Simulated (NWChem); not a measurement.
A series in which one site is exchanged, each optimised at PBE0/def2-SVP with NWChem, gas phase unless a solvent is named. Some are not confirmed as minima by frequencies. def2 effective core potentials on Cd, Hg; no spin-orbit coupling.

A: [Cl][Hg][Cl] (HgCl$_{2}$; site = Hg)
B: [Cl][Ca][Cl] (CaCl$_{2}$; site = Ca)
C: [Cl][Cd][Cl] (CdCl₂; site = Cd)
D: [Cl][Mg][Cl] (MgCl2; site = Mg)

Q: Rank them by orbital gap (eV), PBE0/def2-SVP, lowest first.

A: B (6.00), A (6.33), C (6.54), D (7.06)
